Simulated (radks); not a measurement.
Polarisability of neutral tellurium, [Kr] 4d10 5s2 5p4, at imaginary frequency. All-electron calculation, non-relativistic Kohn-Sham, LDA (Slater exchange, Perdew-Wang correlation), spin-unpolarised, spherical densities, point nucleus; relativity is left out, which matters for an element this heavy. Program: a radial shooting solver on a logarithmic mesh with Libxc functionals. Response by self-consistent Sternheimer equations with the Hartree and adiabatic LDA kernel.

w (hartree)  alpha1(iw) (bohr^3)
0.00266                    41.40
0.0143                     41.32
0.0360                     40.86
0.0697                     39.45
0.118                      36.39
0.186                      31.27
0.280                      24.58
0.413                      17.56
0.605                      11.46
0.892                      6.941
1.35                       3.965
2.12                       2.135
3.59                       1.018
6.94                      0.3674
17.5                     0.07968

Static values: alpha1 = 41.40 bohr^3 (6.135 angstrom^3; uncoupled 66.71). C6 = 460.3, triple-dipole C9 = 13560 atomic units. One-pole (London) frequency 4 C6 / (3 alpha1^2) = 0.358 hartree, against 0.227 for minus the highest occupied eigenvalue. The dipole shielding factor is 1.000, as the force sum rule N/Z = 1.000 demands. Recommended static value: 38 bohr^3 (Schwerdtfeger and Nagle, 2023 table).

Beside tabulated values, note that spin-unpolarised runs miss the spin-polarisation part of the exchange energy of open shells.
